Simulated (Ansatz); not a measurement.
Dissociation curve of BH, singlet.

- RKS-PBE = restricted PBE/def2-TZVP run with Ansatz (a quantum-chemistry and plane-wave program)
- UKS-PBE = unrestricted PBE/def2-TZVP run with Ansatz
- UKS-B3LYP = unrestricted B3LYP/def2-TZVP in Ansatz
- FCI = Ansatz with full CI/def2-TZVP, frozen core

Energies relative to the lowest point of each curve near equilibrium, in kcal/mol; the last columns give the error against full CI:

```json
[
 {"R / Å": "0.99", "RKS-PBE": "22.2", "UKS-PBE": "21.5", "UKS-B3LYP": "19.8", "FCI": "21.0", "RKS-PBE − FCI": "1.2", "UKS-PBE − FCI": "0.5", "UKS-B3LYP − FCI": "-1.1"},
 {"R / Å": "1.05", "RKS-PBE": "11.7", "UKS-PBE": "11.2", "UKS-B3LYP": "9.9", "FCI": "10.6", "RKS-PBE − FCI": "1.0", "UKS-PBE − FCI": "0.5", "UKS-B3LYP − FCI": "-0.7"},
 {"R / Å": "1.13", "RKS-PBE": "3.6", "UKS-PBE": "3.4", "UKS-B3LYP": "2.7", "FCI": "3.0", "RKS-PBE − FCI": "0.7", "UKS-PBE − FCI": "0.4", "UKS-B3LYP − FCI": "-0.3"},
 {"R / Å": "1.16", "RKS-PBE": "1.9", "UKS-PBE": "1.8", "UKS-B3LYP": "1.2", "FCI": "1.4", "RKS-PBE − FCI": "0.5", "UKS-PBE − FCI": "0.3", "UKS-B3LYP − FCI": "-0.2"},
 {"R / Å": "1.22", "RKS-PBE": "0.2", "UKS-PBE": "0.1", "UKS-B3LYP": "0.0", "FCI": "0.1", "RKS-PBE − FCI": "0.1", "UKS-PBE − FCI": "0.1", "UKS-B3LYP − FCI": "0.0"},
 {"R / Å": "1.24", "RKS-PBE": "0.0", "UKS-PBE": "0.0", "UKS-B3LYP": "0.0", "FCI": "0.0", "RKS-PBE − FCI": "0.0", "UKS-PBE − FCI": "0.0", "UKS-B3LYP − FCI": "0.0"},
 {"R / Å": "1.28", "RKS-PBE": "0.1", "UKS-PBE": "0.2", "UKS-B3LYP": "0.4", "FCI": "0.4", "RKS-PBE − FCI": "-0.3", "UKS-PBE − FCI": "-0.2", "UKS-B3LYP − FCI": "0.1"},
 {"R / Å": "1.31", "RKS-PBE": "0.6", "UKS-PBE": "0.7", "UKS-B3LYP": "1.1", "FCI": "1.1", "RKS-PBE − FCI": "-0.5", "UKS-PBE − FCI": "-0.4", "UKS-B3LYP − FCI": "0.1"},
 {"R / Å": "1.38", "RKS-PBE": "2.6", "UKS-PBE": "2.8", "UKS-B3LYP": "3.7", "FCI": "3.6", "RKS-PBE − FCI": "-1.0", "UKS-PBE − FCI": "-0.8", "UKS-B3LYP − FCI": "0.1"},
 {"R / Å": "1.44", "RKS-PBE": "5.1", "UKS-PBE": "5.4", "UKS-B3LYP": "6.6", "FCI": "6.5", "RKS-PBE − FCI": "-1.4", "UKS-PBE − FCI": "-1.2", "UKS-B3LYP − FCI": "0.1"},
 {"R / Å": "1.53", "RKS-PBE": "9.8", "UKS-PBE": "10.1", "UKS-B3LYP": "12.0", "FCI": "11.8", "RKS-PBE − FCI": "-2.0", "UKS-PBE − FCI": "-1.8", "UKS-B3LYP − FCI": "0.1"},
 {"R / Å": "1.66", "RKS-PBE": "17.6", "UKS-PBE": "17.9", "UKS-B3LYP": "20.6", "FCI": "20.4", "RKS-PBE − FCI": "-2.8", "UKS-PBE − FCI": "-2.5", "UKS-B3LYP − FCI": "0.2"},
 {"R / Å": "1.86", "RKS-PBE": "30.3", "UKS-PBE": "30.6", "UKS-B3LYP": "34.4", "FCI": "33.7", "RKS-PBE − FCI": "-3.4", "UKS-PBE − FCI": "-3.1", "UKS-B3LYP − FCI": "0.7"},
 {"R / Å": "2.08", "RKS-PBE": "43.7", "UKS-PBE": "44.0", "UKS-B3LYP": "48.7", "FCI": "46.8", "RKS-PBE − FCI": "-3.1", "UKS-PBE − FCI": "-2.8", "UKS-B3LYP − FCI": "1.9"},
 {"R / Å": "2.24", "RKS-PBE": "52.6", "UKS-PBE": "52.9", "UKS-B3LYP": "58.1", "FCI": "55.0", "RKS-PBE − FCI": "-2.4", "UKS-PBE − FCI": "-2.1", "UKS-B3LYP − FCI": "3.2"},
 {"R / Å": "2.48", "RKS-PBE": "64.3", "UKS-PBE": "64.4", "UKS-B3LYP": "68.1", "FCI": "64.7", "RKS-PBE − FCI": "-0.3", "UKS-PBE − FCI": "-0.3", "UKS-B3LYP − FCI": "3.4"},
 {"R / Å": "2.72", "RKS-PBE": "74.1", "UKS-PBE": "71.6", "UKS-B3LYP": "74.1", "FCI": "71.5", "RKS-PBE − FCI": "2.6", "UKS-PBE − FCI": "0.1", "UKS-B3LYP − FCI": "2.6"},
 {"R / Å": "3.03", "RKS-PBE": "84.2", "UKS-PBE": "76.7", "UKS-B3LYP": "78.6", "FCI": "76.9", "RKS-PBE − FCI": "7.3", "UKS-PBE − FCI": "-0.2", "UKS-B3LYP − FCI": "1.7"},
 {"R / Å": "3.32", "RKS-PBE": "91.4", "UKS-PBE": "79.1", "UKS-B3LYP": "80.9", "FCI": "79.5", "RKS-PBE − FCI": "11.9", "UKS-PBE − FCI": "-0.4", "UKS-B3LYP − FCI": "1.4"},
 {"R / Å": "3.73", "RKS-PBE": "98.7", "UKS-PBE": "80.6", "UKS-B3LYP": "82.6", "FCI": "81.2", "RKS-PBE − FCI": "17.5", "UKS-PBE − FCI": "-0.5", "UKS-B3LYP − FCI": "1.5"},
 {"R / Å": "4.36", "RKS-PBE": "105.3", "UKS-PBE": "81.2", "UKS-B3LYP": "83.5", "FCI": "81.9", "RKS-PBE − FCI": "23.5", "UKS-PBE − FCI": "-0.7", "UKS-B3LYP − FCI": "1.6"},
 {"R / Å": "5.03", "RKS-PBE": "109.0", "UKS-PBE": "81.3", "UKS-B3LYP": "83.7", "FCI": "82.0", "RKS-PBE − FCI": "27.0", "UKS-PBE − FCI": "-0.7", "UKS-B3LYP − FCI": "1.7"}
]
```

RKS-PBE is furthest from FCI at 5.03 (27.0 kcal/mol, above); its mean absolute error over the points is 5.0 kcal/mol.

UKS-PBE is furthest from FCI at 1.86 (-3.1 kcal/mol, below); its mean absolute error over the points is 0.9 kcal/mol.

UKS-B3LYP is furthest from FCI at 2.48 (3.4 kcal/mol, above); its mean absolute error over the points is 1.0 kcal/mol.

The restricted form behind RKS-PBE keeps the bonding electrons paired and can't separate into open-shell fragments. The unrestricted determinant behind UKS-PBE is spin-contaminated at 0.99 to 1.44, 2.48 to 5.03 Å (<S²> up to 1.0, against 0.00 for a pure singlet). The unrestricted determinant behind UKS-B3LYP is spin-contaminated at 0.99 to 1.28, 2.24 to 5.03 Å (<S²> up to 1.0, against 0.00 for a pure singlet).
